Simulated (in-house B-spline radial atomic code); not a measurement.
RPA and G0W0 for Tc7+, [Ar] 3d10 4s2 4p6, as one setting changes: the highest l of the empty states. Start: PBE0. A dash marks a level of low quasi-particle weight. Computed with an all-electron radial atomic-structure program (B-spline basis): all electrons, scalar-relativistic (spin-free one-electron X2C), finite nucleus, each spin shell either full or empty, empty states to the listed l with an (l + 1/2)⁻⁴ tail; G0W0 by contour deformation at full frequency.

| highest l of the empty states | RPA summed (Eh) | RPA extrapolated (Eh) | G0W0 level (eV) |
| --- | --- | --- | --- |
| 4 | -2.3943 | -2.7587 | 4p -152.54 |
| 5 | ? | ? | ? |
| 6 | -2.6293 | -2.7613 | 4p -152.53 |
| 7 | ? | ? | ? |
| 8 | -2.6922 | -2.7453 | 4p -152.51 |
| 9 | -2.7055 | -2.7415 | 4p -152.51 |
| 10 | -2.7139 | -2.7394 | 4p -152.51 |
| 11 | -2.7195 | -2.7381 | 4p -152.50 |

Problem. What belongs in the row for 5?

Solution. RPA summed (Eh): -2.5524; RPA extrapolated (Eh): -2.7727; G0W0 level (eV): 4p -152.54.

Problem. What belongs in the row for 7?

Solution. RPA summed (Eh): -2.6698; RPA extrapolated (Eh): -2.7527; G0W0 level (eV): 4p -152.52.
